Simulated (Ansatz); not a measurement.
Results of the Gaussian-basis code of Ansatz.

Basis-set series for CH7BSSi (`CB[SiH2]S`). Charge 0, multiplicity 1. The geometry is a stationary point of PBE0-D4/def2-TZVP. It is one conformer, not always the lowest.

```
functional       basis  functions  energy (Eh)  HOMO (eV)  LUMO (eV)
   PBE0-D4  def2-TZVPP        244   -754.55712      -7.28      -1.96
   PBE0-D4  def2-QZVPP        464   -754.58312      -7.31      -1.98
   ωB97M-V  def2-TZVPP        244   -754.80602      -9.48       0.01
   ωB97M-V  def2-QZVPP        464   -754.83074      -9.52      -0.04
```

**Question.** Give the rows for def2-SVP. (Best estimate.)

**Answer.** The calculation gave: 
```json
{"functional": "PBE0-D4", "basis": "def2-SVP", "functions": "99", "energy (Eh)": "-754.24448", "HOMO (eV)": "-7.12", "LUMO (eV)": "-1.89"}
{"functional": "ωB97M-V", "basis": "def2-SVP", "functions": "99", "energy (Eh)": "-754.48757", "HOMO (eV)": "-9.28", "LUMO (eV)": "0.16"}
```

Positive LUMOs are unbound and depend on the basis.
